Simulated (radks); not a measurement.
Ho, configuration [Xe] 4f11 6s2.

Method: scalar-relativistic Kohn-Sham, AM05, spin-unpolarised, spherical densities, finite nucleus; Fermi nuclear charge, rms radius 5.2022 fm; computed with a radial shooting solver on a logarithmic mesh with Libxc functionals.

Energy parts (Ry):
total: -25214.7897
kinetic: 27258.6964
electron-nucleus: -61803.8779
Hartree: 9855.3101
exchange-correlation: -524.9182

Orbitals (lengths in bohr, moments of r in powers of bohr; r(90%) holds 90 % of the orbital's charge):
[
 {"orbital": "1s", "occ.": "2", "eigenvalue (Ry)": "-4074.784", "r(90%)": "0.0376"},
 {"orbital": "2s", "occ.": "2", "eigenvalue (Ry)": "-681.6911", "r(90%)": "0.136"},
 {"orbital": "2p", "occ.": "6", "eigenvalue (Ry)": "-604.1753", "r(90%)": "0.127"},
 {"orbital": "3s", "occ.": "2", "eigenvalue (Ry)": "-152.2154", "r(90%)": "0.337"},
 {"orbital": "3p", "occ.": "6", "eigenvalue (Ry)": "-128.5223", "r(90%)": "0.343"},
 {"orbital": "3d", "occ.": "10", "eigenvalue (Ry)": "-98.40465", "r(90%)": "0.324"},
 {"orbital": "4s", "occ.": "2", "eigenvalue (Ry)": "-30.02498", "r(90%)": "0.746"},
 {"orbital": "4p", "occ.": "6", "eigenvalue (Ry)": "-22.22348", "r(90%)": "0.801"},
 {"orbital": "4d", "occ.": "10", "eigenvalue (Ry)": "-11.68151", "r(90%)": "0.898"},
 {"orbital": "5s", "occ.": "2", "eigenvalue (Ry)": "-3.70528", "r(90%)": "1.85"},
 {"orbital": "5p", "occ.": "6", "eigenvalue (Ry)": "-1.90339", "r(90%)": "2.25"},
 {"orbital": "6s", "occ.": "2", "eigenvalue (Ry)": "-0.27507", "r(90%)": "6.04"},
 {"orbital": "4f", "occ.": "11", "eigenvalue (Ry)": "-0.23628", "r(90%)": "1.50"},
 {"orbital": "6p", "occ.": "0", "eigenvalue (Ry)": "-0.08020", "r(90%)": "9.12"},
 {"orbital": "5d", "occ.": "0", "eigenvalue (Ry)": "-0.07457", "r(90%)": "6.20"}
]

The highest occupied level is 4f at -3.215 eV. Summed over all electrons, <r^2> = 76.29 bohr^2, which gives a Langevin (diamagnetic) susceptibility term of -60.4 x 10^-6 cm^3/mol. The density falls to 0.001 e/bohr^3 at r = 5.13 bohr. For comparison, the ionisation energy in NIST's Atomic Spectra Database is 6.022 eV (measured). In exact Kohn-Sham theory the highest level is minus the ionisation energy, but local and semilocal functionals leave it too shallow, through self-interaction and a potential that decays too fast; potentials with the right tail come closer.

Beside tabulated values, note that spin-unpolarised runs miss the spin-polarisation part of the exchange energy of open shells.
